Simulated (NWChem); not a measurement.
Molecule: TeCl$_{2}$; SMILES Cl[Te]Cl

All runs: NWChem. Geometry: optimised at PBE0/def2-SVP. def2 effective core potentials on Te; no spin-orbit coupling. Static field.

```json
[
 {"level": "PBE/def2-SVPD", "isotropic polarisability (bohr³)": "71.9", "anisotropy (bohr³)": "30.2"},
 {"level": "B3LYP/def2-SVPD", "isotropic polarisability (bohr³)": "70.4", "anisotropy (bohr³)": "30.0"},
 {"level": "CAM-B3LYP/def2-SVPD", "isotropic polarisability (bohr³)": "69.2", "anisotropy (bohr³)": "29.9"},
 {"level": "LDA (Slater exchange, VWN5)/def2-SVPD", "isotropic polarisability (bohr³)": "71.9", "anisotropy (bohr³)": "30.5"}
]
```
